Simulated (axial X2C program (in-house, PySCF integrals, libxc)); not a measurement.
Which molecule has these constants?

Calculated with an in-house relativistic program for diatomic molecules, spin-free (one-electron X2C) or two-component (2c: spin–orbit coupling with atomic mean-field Coulomb and Gaunt terms, which also bring small scalar terms), in Dyall basis sets with cores contracted in-house; open shells are unrestricted.

A two-component PBE0 calculation in a Dyall 3-zeta basis gave Re = 2.177 Å, ωe = 465.8 cm⁻¹, Ω = 2.

Question: Which molecule is it?
A. SnB⁺
B. PbB⁺
C. SiB⁺
D. GeB⁺
E. BC⁺

Answer: D. The others have SiB⁺ 2.103 Å and 546.1 cm⁻¹ (Ω = 2); SnB⁺ 2.368 Å and 422.0 cm⁻¹ (Ω = 2); PbB⁺ 2.554 Å and 267.0 cm⁻¹ (Ω = 0); BC⁺ 1.431 Å and 1425.2 cm⁻¹ (Ω = 2).

Each entry is the lowest single determinant of a limited PBE0 search at one distance. De goes to single-determinant-based atoms at the same level (for ions the charge split of lowest energy) and is withheld (n/a) where an atom does not fit its ground term or J level. Main or longest-lived isotopes. One determinant is a doubtful description, or other states lie close, for GeB⁺, SiB⁺, SnB⁺, PbB⁺, BC⁺; these need not be ground states, and all values refer to the states named. Some open-shell Ω = 0 determinants are out of reach, so the Ω given for GeB⁺, SiB⁺, SnB⁺, BC⁺ need not be the lowest component. With several unpaired electrons the Ω given is that of one determinant, not necessarily of the lowest component. Some light 2c atoms are not at their ground J level, so De misses part of their lowering (0.04 eV or less). The functionals have no current term, which raises determinants with orbital currents.
